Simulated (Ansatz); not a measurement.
Molecule: sum formula AlNH2F2, net charge 0, singlet state. 
Coordinates optimised at B3LYP-D3(BJ)/def2-TZVP (Ansatz, a program for electronic structure):
```xyz
6

N     -1.6977    -0.1534    -0.0220
Al     0.0437     0.0040     0.0006
F      0.7548     1.4844    -0.0977
F      1.0059    -1.3253     0.1205
H     -2.3392     0.6196    -0.0934
H     -2.1919    -1.0290     0.0347
```
Charge 0, spin multiplicity 1.

PBE beside other levels, property by property. Valence correlation only, unless marked. UHF or UKS for open shells. Spin-orbit coupling is left out. Non-relativistic. CBS marks a two-point X^-3 extrapolation of the correlation energy; Hartree-Fock from the larger set (for Q and 5 zeta extrapolated as (X+1)exp(-9√X)). Atomisation energies are electronic, to ground-state atoms; the column to compare with has the core term from cc-pwCVTZ added, other frozen-core levels have none. Vertical energies are electronic, to the SCF solution reached for that spin. The coupled-cluster column (Ansatz) is a level with limits of its own: (a) CCSD(T)/CBS(aug-cc-pV(T+d)Z,aug-cc-pV(Q+d)Z); (b) CCSD(T)/CBS(cc-pV(Q+d)Z,cc-pV(5+d)Z).

```tsv
property	r2SCAN/def2-TZVPD (Ansatz)	CCSD(T)/aug-cc-pV(D+d)Z (Ansatz)	CCSD(T)/aug-cc-pV(T+d)Z (Ansatz)	coupled cluster
atomisation energy (kcal/mol)	559.6	524.2	552.5	567.6 (b)
vertical ionisation energy to the doublet (eV)	10.61	10.66	10.78	10.87 (a)
vertical triplet-singlet gap (eV)	5.36	5.57	5.66	5.73 (a)
```

### Question
What does PBE/def2-TZVPD (Ansatz) give for each property, and on which side of coupled cluster does it fall?

### Answer

- atomisation energy: PBE lies 2.0 kcal/mol below coupled cluster; PBE gives 565.6 kcal/mol.
- vertical ionisation energy to the doublet: PBE lies 0.16 eV below coupled cluster; PBE gives 10.71 eV.
- vertical triplet-singlet gap: PBE lies 0.44 eV below coupled cluster; PBE gives 5.29 eV.
